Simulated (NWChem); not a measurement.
The numbers come from NWChem runs, not from measurements. System: CH₇FOSi₂, charge 0, spin multiplicity 1, at a geometry optimised with PBE0/def2-SVP. The structure started from a generated list of species. Level: RHF/def2-SVP.

Input file:

```
start mol
memory heap 200 mb stack 800 mb global 1000 mb
geometry units angstroms nocenter noautoz noautosym
  O     -0.827306     1.923333    -0.650864
  Si    -0.982585     0.817875     0.587193
  C     -0.205956    -0.769811    -0.086680
  F     -0.243535    -1.705441     0.957028
  Si     1.588344    -0.615170    -0.704887
  H     -1.120205     2.825621    -0.497696
  H     -0.245975     1.243318     1.816426
  H     -2.411360     0.572387     0.953709
  H     -0.826430    -1.152726    -0.919147
  H      2.435294     0.011233     0.353588
  H      2.114321    -1.979697    -1.006327
  H      1.619727     0.223165    -1.939086
end
basis spherical
  * library def2-svp
end
scf
  rhf
  nopen 0
  maxiter 100
  thresh 1e-7
  semidirect memsize 60000000 filesize 0
end
task scf energy
```

Output (cleaned and shortened):

```
             Northwest Computational Chemistry Package (NWChem) 7.3.0
             --------------------------------------------------------

                                NWChem Input Module
                                -------------------

 Scaling coordinates for geometry "geometry" by  1.889725989
 (inverse scale =  0.529177249)

                             Geometry "geometry" -> ""
                             -------------------------

 Output coordinates in angstroms (scale by  1.889725989 to convert to a.u.)

  No.       Tag          Charge          X              Y              Z
 ---- ---------------- ---------- -------------- -------------- --------------
    1 O                    8.0000    -0.82730600     1.92333300    -0.65086400
    2 Si                  14.0000    -0.98258500     0.81787500     0.58719300
    3 C                    6.0000    -0.20595600    -0.76981100    -0.08668000
    4 F                    9.0000    -0.24353500    -1.70544100     0.95702800
    5 Si                  14.0000     1.58834400    -0.61517000    -0.70488700
    6 H                    1.0000    -1.12020500     2.82562100    -0.49769600
    7 H                    1.0000    -0.24597500     1.24331800     1.81642600
    8 H                    1.0000    -2.41136000     0.57238700     0.95370900
    9 H                    1.0000    -0.82643000    -1.15272600    -0.91914700
   10 H                    1.0000     2.43529400     0.01123300     0.35358800
   11 H                    1.0000     2.11432100    -1.97969700    -1.00632700
   12 H                    1.0000     1.61972700     0.22316500    -1.93908600

 Effective nuclear repulsion energy (a.u.)     300.8942906692

            Nuclear Dipole moment (a.u.)
            ----------------------------
        X                 Y               Z
 ---------------- ---------------- ----------------
    -0.0000018897    -0.0000000000     0.0000207870


 Summary of "ao basis" -> "" (spherical)
 ------------------------------------------------------------------------------
       Tag                 Description            Shells   Functions and Types
[...]
              MO Center= -6.6D-01,  1.1D+00,  2.6D-01, r^2= 5.9D+00
   Bfn.  Coefficient  Atom+Function         Bfn.  Coefficient  Atom+Function
  ----- ------------  ---------------      ----- ------------  ---------------
    26     -0.805209   2 Si py                3      0.745289   1 O  s
    80     -0.521971   6 H  s                72     -0.492716   5 Si py
   105     -0.465332  11 H  s                35     -0.360003   3 C  s
    27      0.340934   2 Si pz               40     -0.233697   3 C  py
   110      0.229342  12 H  s                49     -0.182449   4 F  s

 Vector   31  Occ=0.000000D+00  E= 1.558409D-01
              MO Center=  7.0D-01, -3.0D-01, -6.2D-01, r^2= 6.6D+00
   Bfn.  Coefficient  Atom+Function         Bfn.  Coefficient  Atom+Function
  ----- ------------  ---------------      ----- ------------  ---------------
    35      1.998817   3 C  s                71      1.181352   5 Si px
    95     -0.834255   9 H  s                27      0.550069   2 Si pz
    26      0.442475   2 Si py               41     -0.427613   3 C  pz
   100     -0.428391  10 H  s                25     -0.350454   2 Si px
   105     -0.326476  11 H  s               110     -0.293172  12 H  s

 Vector   32  Occ=0.000000D+00  E= 1.859598D-01
              MO Center=  3.5D-01,  4.4D-01, -2.0D-01, r^2= 8.3D+00
   Bfn.  Coefficient  Atom+Function         Bfn.  Coefficient  Atom+Function
  ----- ------------  ---------------      ----- ------------  ---------------
   110     -0.982558  12 H  s                72      0.894753   5 Si py
    73     -0.824577   5 Si pz               90      0.753501   8 H  s
   105      0.667429  11 H  s                25      0.637810   2 Si px
    80     -0.615744   6 H  s                 3      0.375911   1 O  s
    18     -0.333715   2 Si s                39      0.251550   3 C  px

 center of mass
 --------------
 x =  -0.03102590 y =  -0.05921331 z =   0.03762873

 moments of inertia (a.u.)
 ------------------
         800.112321404585         261.721292554203         174.669245037664
         261.721292554203         675.629825741666          73.356717531991
         174.669245037664          73.356717531991        1061.147047072626

  Mulliken analysis of the total density
  --------------------------------------

    Atom       Charge   Shell Charges
 -----------   ------   -------------------------------------------------------
    1 O    8     8.58   1.99  1.04  0.70  2.86  1.97  0.01
    2 Si  14    13.05   2.00  1.99  0.93  0.05  5.94  1.17  0.64  0.34
    3 C    6     6.23   1.99  0.88  0.36  1.95  0.99  0.06
    4 F    9     9.40   1.99  1.12  0.84  3.33  2.12  0.01
    5 Si  14    13.34   2.00  1.99  0.95  0.16  5.94  1.24  0.84  0.22
    6 H    1     0.78   0.66  0.05  0.07
    7 H    1     1.16   0.75  0.40  0.01
    8 H    1     1.16   0.75  0.40  0.01
    9 H    1     0.92   0.75  0.15  0.03
   10 H    1     1.14   0.74  0.38  0.01
   11 H    1     1.13   0.74  0.38  0.01
   12 H    1     1.12   0.74  0.37  0.01

       Multipole analysis of the density wrt the origin
       ------------------------------------------------

     L   x y z        total         open         nuclear
     -   - - -        -----         ----         -------
     0   0 0 0      0.000000      0.000000     58.000000

     1   1 0 0     -0.324512      0.000000     -0.000002
     1   0 1 0      0.881202      0.000000     -0.000000
     1   0 0 1     -0.240291      0.000000      0.000021

     2   2 0 0    -34.223245      0.000000    271.178211
     2   1 1 0     -2.239347      0.000000   -145.221000
     2   1 0 1      0.072012      0.000000    -97.388575
     2   0 2 0    -32.473833      0.000000    318.340926
     2   0 1 1      2.909592      0.000000    -26.741650
     2   0 0 2    -36.771002      0.000000    120.201037

 Task  times  cpu:        4.5s     wall:        4.5s

 Total times  cpu:        4.5s     wall:        4.5s
```
